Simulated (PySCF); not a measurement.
Does the answer move with the share of exact exchange?

Species: TMS, C₄H₁₂Si.
SMILES: `[Si](C)(C)(C)C`

PySCF, Sadlej pVTZ basis, density fitting, gas phase, GFN2-xTB geometry. One functional is left out:

```
functional  exact exchange (%)  HOMO energy (eV)  LUMO energy (eV)
     B97-D                   0             -7.01             -0.57
      BLYP                   0             -6.93             -0.64
      BP86                   0             -7.12             -0.50
      OPBE                   0             -7.01             -0.68
     B3LYP                  20             -8.12             -0.38
  mPW1PW91                  25             -8.33             -0.23
 BHandHLYP                  50             -9.54              0.12
```

**Question.** Predict the row of B97-2 (21 % exact exchange) by straight lines through the other rows, and check it.

**Answer.** 
| property | line | computed | computed − line | B3LYP (20 %), for comparison |
| --- | --- | --- | --- | --- |
| HOMO energy (eV) | -8.10 | -8.06 | +0.04 | -8.12 |
| LUMO energy (eV) | -0.31 | -0.15 | +0.16 | -0.38 |

**Question.** Which of these properties follows the share of exact exchange most closely, and which least?

**Answer.** Most closely the HOMO energy, least the LUMO energy; the correlations over the tabulated rows are HOMO energy -0.998, LUMO energy 0.975. The HOMO energy moves by -0.510 eV for every 10 %. Functionals with the same share still differ in their other parts: at 0 % BLYP and BP86 differ by 0.19 eV in it.
